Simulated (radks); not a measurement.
Valence configurations of Pt II (all share [Xe]). Method: Dirac Kohn-Sham, LDA (Slater exchange, Perdew-Wang correlation), spin-unpolarised, spherical densities, finite nucleus; open shells are shared between the two j in proportion to 2j + 1; Fermi nuclear charge, rms radius 5.427 fm; computed with a radial shooting solver on a logarithmic mesh with Libxc functionals. Energies are relative to 4f14 5d9; eigenvalues in eV.

| valence | E (eV) | e(4f5/2) | e(4f7/2) | e(5d3/2) | e(5d5/2) | e(6p1/2) |
|---|---|---|---|---|---|---|
| 4f14 5d9 | 0.000 | -80.488 | -77.030 | -15.447 | -14.065 | - |
| 4f14 5d8.5 6s0.5 | 0.814 | -82.033 | -78.575 | -16.533 | -15.110 | - |
| 4f14 5d8 6s1 | 1.900 | -83.643 | -80.184 | -17.657 | -16.191 | - |
| 4f14 5d8 6p1 | 8.705 | -85.327 | -81.868 | -19.213 | -17.725 | -9.321 |
| 4f14 5d7 6p2 | 19.678 | -90.325 | -86.864 | -22.985 | -21.390 | -10.799 |
| 4f13 5d10 | 68.823 | -91.534 | -87.960 | -16.588 | -15.063 | - |
| 4f13 5d9 6s1 | 71.730 | -94.888 | -91.313 | -18.976 | -17.365 | - |
| 4f12 5d9 6p2 | 172.31 | -113.65 | -109.95 | -26.096 | -24.209 | -11.046 |
| 4f10 5d9 6p4 | 408.29 | -150.05 | -146.11 | -37.953 | -35.550 | -14.175 |
| 4f9.5 5d9 6s0.5 6p4 | 472.98 | -158.84 | -154.84 | -40.397 | -37.871 | -14.606 |

NIST lists [Xe] 4f14 5d9 as the ground configuration; this level of theory agrees among the configurations tried. The energies are those of spherical spin-averaged densities, not of single terms.
